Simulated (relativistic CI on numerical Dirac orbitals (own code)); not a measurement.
Cd4+: 4d valence photoemission

Computed with this model: Dirac-Coulomb-Breit CI, separate exchange-only KLI orbitals for each configuration, QED by a radiative potential, valence Slater integrals scaled by 0.7, multiplet model of photoemission in the sudden approximation; configurations [Kr] 4d8 → [Kr] 4d7; 300 K; Lorentzian 0.21 eV and Gaussian 0.5 eV FWHM. Energies are those of the free ion, without screening or charge transfer. The energies are binding energies and can lie tens of eV above those of solids. S is read from ⟨S²⟩ = S(S + 1).

Field parameters in Wybourne normalisation: D3d B²₀ = −7Dσ, B⁴₀ = −14Dq − 21Dτ, B⁴₃ = −14√(10/7) Dq; D4h B²₀ = −7Ds, B⁴₀ = 21(Dq − Dt), B⁴₄ = 21√(5/14) Dq; Oh B⁴₀ = 21Dq, B⁴₄ = √(5/14) B⁴₀; Td as Oh with Dq negative (B⁴₀ = 21Dq, B⁴₄ = √(5/14) B⁴₀). The field is a parameter set, without covalency.

free ion: ground-state S = 0.99, centroid 69.99 eV. Peaks (eV, height): 68.6 (100), 70.5 (92), 71.1 (75), 72.9 (7).

D4h, 10Dq = 30050, Ds = -860, Dt = 970 cm⁻¹: ground-state S = 1.00, centroid 70.42 eV. Peaks (eV, height): 69.0 (90), 69.8 (100), 70.7 (66), 71.6 (50), 72.4 (36).

D3d, 10Dq = 29600, Dσ = 550, Dτ = 450 cm⁻¹: ground-state S = 1.00, centroid 70.55 eV. Peaks (eV, height): 68.5 (90), 70.3 (100), 72.1 (58).

D3d, 10Dq = 30000, Dσ = -1140, Dτ = -420 cm⁻¹: ground-state S = 1.00, centroid 70.49 eV. Peaks (eV, height): 68.7 (89), 69.8 (68), 70.6 (100), 71.7 (38), 72.4 (45).

Td, 10Dq = -19800 cm⁻¹: ground-state S = 0.99, centroid 70.20 eV. Peaks (eV, height): 67.8 (67), 69.5 (82), 70.5 (100), 71.4 (38), 72.2 (39).

Oh, 10Dq = 11800 cm⁻¹: ground-state S = 1.00, centroid 70.18 eV. Peaks (eV, height): 69.3 (100), 70.2 (57), 71.3 (47).

Strongest unbroadened transitions for free ion:

| Energy (eV) | Relative strength |
| --- | --- |
| 68.55 | 100.0 |
| 69.12 | 32.3 |
| 69.41 | 15.9 |
| 69.58 | 3.3 |
| 70.28 | 11.1 |
| 70.43 | 33.0 |
| 70.49 | 49.1 |
| 71.03 | 5.2 |
| 71.15 | 59.9 |
| 71.29 | 1.6 |
| 71.49 | 13.1 |
| 71.76 | 0.3 |
| 72.42 | 0.0 |
| 72.67 | 2.0 |
| 72.98 | 4.3 |
| 74.94 | 0.3 |
| 75.24 | 4.1 |
